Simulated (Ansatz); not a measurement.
Two shapes of singlet Li₄H₄.

Shape 1:

```xyz
8

H    -0.9172   -0.9527   -0.8077
Li   -1.0413   -1.0167    1.0826
Li   -0.8339    0.8014   -0.8226
H    -1.0944    0.9456    0.9633
Li    0.7655   -0.9155   -0.9712
H     0.8732   -0.9878    0.9570
H     1.0590    0.9653   -0.8498
Li    0.9711    0.9724    0.9563
```

Shape 2:

```xyz
8

H    -0.9254   -0.9311   -0.9273
Li   -0.9319   -0.9339    0.9314
Li   -0.9258    0.9307   -0.9247
H    -0.9319    0.9256    0.9270
Li    0.9318   -0.9276   -0.9292
H     0.9264   -0.9247    0.9259
H     0.9349    0.9297   -0.9260
Li    0.9329    0.9303    0.9284
```

Basis set: cc-pVDZ (spherical functions). All electrons are correlated. Charge 0, multiplicity 1.

Computed with Ansatz (development build ahead of 0.2.0); each method stands on the lowest determinant of its kind that the runs found.

(1) Which shape is lower in energy, and by how much in each method?

## Answers

(1)

| method | E(2) − E(1) (eV) |
| --- | --- |
| RHF | -0.184 |
| RHF-MP2 | -0.181 |

Shape 2 is lower.
